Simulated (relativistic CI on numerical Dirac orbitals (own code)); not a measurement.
Cr3+: resonant inelastic scattering at the L2,3 edge

Computed with this model: Dirac-Coulomb-Breit CI, KLI orbitals optimised for each configuration, model QED (radiative potential, 1s self-energy scaled to tabulated hydrogen-like ionisation energies), valence Slater integrals scaled by 0.8, Kramers-Heisenberg scattering through one core-hole configuration in a parametric crystal field; configurations [Ar] 3d3 → [He] 2s2 2p5 3s2 3p6 3d4; 80 K; core-hole width 0.4 eV; summed over polarisations. Incident energies are the highest absorption maxima for each field (at most a few, so the weaker spin-orbit partner edge can be absent), on the computed scale of the free ion. Intensities are in per cent of the strongest line above 0.02 eV; levels within 1 cm⁻¹ are merged; final levels count from the ground level, the first row holds all elastic scattering, lines under 0.4 are left out and each table stops after 24 rows. The scale of the Slater integrals is a model choice and moves the terms in proportion.

Field parameters in Wybourne normalisation: D4h B²₀ = −7Ds, B⁴₀ = 21(Dq − Dt), B⁴₄ = 21√(5/14) Dq. The field is a parameter set, without covalency.

S is read from ⟨S²⟩ = S(S + 1).

D4h, 10Dq = 15550, Ds = -1500, Dt = -40 cm⁻¹:

```csv
Final level (eV),Degeneracy,Irrep,S,580.3 eV,581 eV,587.8 eV
0.000,4,Γ6+Γ7,1.50,1208.2,823.8,773.1
1.839,2,Γ6,1.47,15.2,23.3,61.6
1.845,2,Γ6,1.49,23.7,21.2,49.0
1.847,2,Γ7,1.48,21.7,19.5,100.0
1.856,2,Γ7,1.49,18.6,24.1,43.4
1.921,2,Γ7,1.44,11.7,9.6,81.3
1.927,2,Γ6,1.46,7.2,12.1,95.3
1.982,2,Γ6,0.63,6.6,12.8,20.2
1.998,2,Γ7,0.54,8.8,24.0,18.9
2.064,2,Γ7,0.62,8.4,20.5,41.1
2.104,2,Γ6,0.53,11.6,18.2,27.1
2.194,2,Γ6,0.51,5.0,12.3,31.4
2.781,2,Γ7,1.49,7.6,17.5,26.8
2.798,2,Γ7,1.50,5.7,19.2,27.9
2.813,2,Γ6,1.50,11.8,18.0,48.0
2.828,2,Γ6,1.50,7.2,21.3,41.6
3.097,2,Γ7,0.52,15.5,11.5,39.6
3.145,2,Γ7,0.56,18.6,8.6,35.1
3.157,2,Γ6,0.53,9.4,11.8,46.6
3.296,2,Γ6,1.48,8.3,18.6,28.7
3.303,2,Γ7,1.47,8.8,10.2,29.3
3.643,2,Γ6,0.51,3.2,2.8,11.7
3.710,2,Γ6,0.50,3.7,26.2,10.4
3.732,2,Γ7,0.50,4.7,21.0,13.9
```

D4h, 10Dq = 15550, Ds = -860, Dt = -40 cm⁻¹:

```csv
Final level (eV),Degeneracy,Irrep,S,580.3 eV,581.5 eV,587.8 eV
0.000,4,Γ6+Γ7,1.50,895.9,589.2,698.7
1.915,2,Γ7,1.49,17.0,14.2,57.0
1.918,2,Γ6,1.48,13.6,16.6,93.0
1.926,2,Γ6,1.48,8.7,8.3,52.4
1.932,2,Γ7,1.47,14.7,22.5,70.7
1.934,2,Γ7,1.47,7.6,11.3,100.0
1.937,2,Γ6,1.49,7.0,3.3,73.0
2.074,2,Γ7,0.61,6.7,18.7,14.6
2.101,2,Γ6,0.57,7.8,18.8,20.3
2.117,2,Γ6,0.53,2.8,14.3,22.5
2.132,2,Γ7,0.53,3.7,19.6,41.2
2.195,2,Γ6,0.51,2.9,11.5,26.8
2.830,2,Γ7,1.49,6.4,15.0,21.7
2.844,2,Γ7,1.50,4.8,18.3,17.0
2.856,2,Γ6,1.50,7.8,13.1,31.3
2.868,2,Γ6,1.50,6.0,19.5,26.2
3.065,2,Γ7,0.56,9.9,11.4,32.5
3.083,2,Γ6,0.54,6.5,7.9,37.3
3.096,2,Γ7,0.55,11.7,7.9,34.5
3.206,2,Γ6,1.48,6.6,15.3,28.4
3.212,2,Γ7,1.46,6.8,14.3,23.4
3.680,2,Γ6,0.51,1.9,1.8,10.3
3.880,2,Γ6,0.50,2.4,32.2,7.7
3.896,2,Γ7,0.50,2.7,19.3,10.8
```

D4h, 10Dq = 15550, Ds = -210, Dt = -40 cm⁻¹:

| Final level (eV) | Degeneracy | Irrep | S | 580.4 eV | 581.5 eV | 587.8 eV |
| --- | --- | --- | --- | --- | --- | --- |
| 0.000 | 4 | Γ6+Γ7 | 1.50 | 638.7 | 512.4 | 640.2 |
| 1.920 | 2 | Γ7 | 1.47 | 17.1 | 7.1 | 55.0 |
| 1.927 | 2 | Γ6 | 1.50 | 12.0 | 16.3 | 90.3 |
| 1.959 | 2 | Γ7 | 1.47 | 18.4 | 9.8 | 52.2 |
| 1.959 | 2 | Γ6 | 1.43 | 8.8 | 4.2 | 73.2 |
| 1.966 | 2 | Γ7 | 1.49 | 12.7 | 18.3 | 100.0 |
| 1.971 | 2 | Γ6 | 1.49 | 7.6 | 5.3 | 65.2 |
| 2.088 | 2 | Γ7 | 0.61 | 7.1 | 14.3 | 18.6 |
| 2.096 | 2 | Γ6 | 0.63 | 6.7 | 13.7 | 15.9 |
| 2.185 | 2 | Γ6 | 0.51 | 4.0 | 17.7 | 27.0 |
| 2.188 | 2 | Γ7 | 0.52 | 3.6 | 18.2 | 29.9 |
| 2.202 | 2 | Γ6 | 0.52 | 1.4 | 6.9 | 19.2 |
| 2.916 | 2 | Γ7 | 1.47 | 4.1 | 11.3 | 18.8 |
| 2.925 | 2 | Γ7 | 1.48 | 4.2 | 12.7 | 15.9 |
| 2.933 | 2 | Γ6 | 1.47 | 5.6 | 11.9 | 23.7 |
| 2.945 | 2 | Γ6 | 1.50 | 6.3 | 16.2 | 16.9 |
| 3.019 | 2 | Γ7 | 1.25 | 4.4 | 11.6 | 25.4 |
| 3.026 | 2 | Γ6 | 1.28 | 6.1 | 12.7 | 24.6 |
| 3.058 | 2 | Γ6 | 0.88 | 7.2 | 10.7 | 27.1 |
| 3.061 | 2 | Γ7 | 0.77 | 7.2 | 8.3 | 22.0 |
| 3.081 | 2 | Γ7 | 0.75 | 11.9 | 8.9 | 26.7 |
| 3.692 | 2 | Γ6 | 0.50 | 0.5 | 1.3 | 9.3 |
| 4.007 | 2 | Γ7 | 0.50 | 3.2 | 11.5 | 9.8 |
| 4.018 | 2 | Γ6 | 0.50 | 2.5 | 18.5 | 7.5 |

For the first field the strongest loss at the lowest incident energy is the level at 1.84 eV (S = 1.49, against 1.50 in the thermal ground state). Levels of other spin, the first over 8 % at 1.98 eV, appear because spin-orbit coupling of the core hole, and in heavier ions of the valence shell too, mixes spins.
